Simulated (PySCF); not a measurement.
## Two-photon absorption: SMILES CCc1ccc(B(O)O)cc1, C8H11BO2

Cartesian coordinates in Å; atom numbers follow the order of the lines, from 1:
```xyz
22

C     3.309    0.920   -0.725
C     2.658   -0.203    0.079
C     1.155   -0.169    0.007
C     0.478   -0.704   -1.097
C    -0.907   -0.634   -1.190
C    -1.676   -0.028   -0.184
B    -3.238    0.029   -0.320
O    -4.066    0.524    0.648
O    -3.805   -0.443   -1.462
C    -0.991    0.507    0.916
C     0.396    0.440    1.013
H     2.993    1.906   -0.352
H     4.407    0.868   -0.665
H     3.024    0.863   -1.787
H     3.018   -1.177   -0.291
H     2.974   -0.135    1.132
H     1.052   -1.189   -1.893
H    -1.418   -1.060   -2.057
H    -3.599    0.817    1.435
H    -4.765   -0.366   -1.433
H    -1.540    0.995    1.729
H     0.903    0.864    1.884
```

Computed with PySCF 2.14.0, TDDFT CAM-B3LYP/def2-SVPD excited states, vertical, gas phase. Geometry: PBE0-D3(BJ)/def2-SVP.

Task: How strongly do the lowest singlets absorb one photon, and two photons of half the energy?

Result: δ for parallel linear polarisation; σ at the peak of a Lorentzian of half width 0.1 eV, single beam; Ω is circular over linear.
```tsv
state	E (eV)	f	photon λ (nm)	δ (au)	σ (GM)	Ω	main
S1	5.22	0.004	475	0.86	0.01	1.48	HOMO−1→LUMO 0.55, HOMO→LUMO+2 0.40
S2	5.70	0.214	435	77.2	0.92	0.82	HOMO→LUMO 0.80, HOMO−1→LUMO+2 0.15
S3	6.60	0.009	376	19.2	0.31	0.94	HOMO→LUMO+1 0.86
S4	6.66	0.327	373	4.19	0.07	1.31	HOMO→LUMO+2 0.55, HOMO−1→LUMO 0.40
S5	6.80	0.771	365	21.1	0.36	0.91	HOMO−1→LUMO+2 0.71, HOMO→LUMO 0.14
S6	6.84	0.057	362	26.9	0.46	1.45	HOMO−1→LUMO+1 0.72, HOMO−1→LUMO+2 0.09
```

Among these, the strongest one-photon state is S5, the strongest two-photon state S2, with a dipole change of 1.5 D (relaxed, norm of the difference vector).
